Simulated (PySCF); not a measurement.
Harmonic spectrum computed at PBE0 in the def2-SVP basis family (core potentials from Rb on, PySCF, no spin–orbit coupling):

```csv
ω (cm⁻¹),IR (km/mol)
175,26.7
195,12.9
251,0.4
376,0.0
435,218
553,8.9
765,123
767,104
898,64.0
952,202
3882,257
3884,0.4
```

**Question.** Which molecule gave it? In each, all ligands are bound to the one heavy central atom.
A. SnS(OH)₂ (singlet)
B. GeS(OH)₂ (singlet)
C. TeS(OH)₂ (singlet)
D. SeS(OH)₂ (singlet)

**Answer.** B. It has C2v symmetry with Ge–O 1.747 Å (×2), Ge–S 2.022 Å, O–H 0.966 Å (×2).
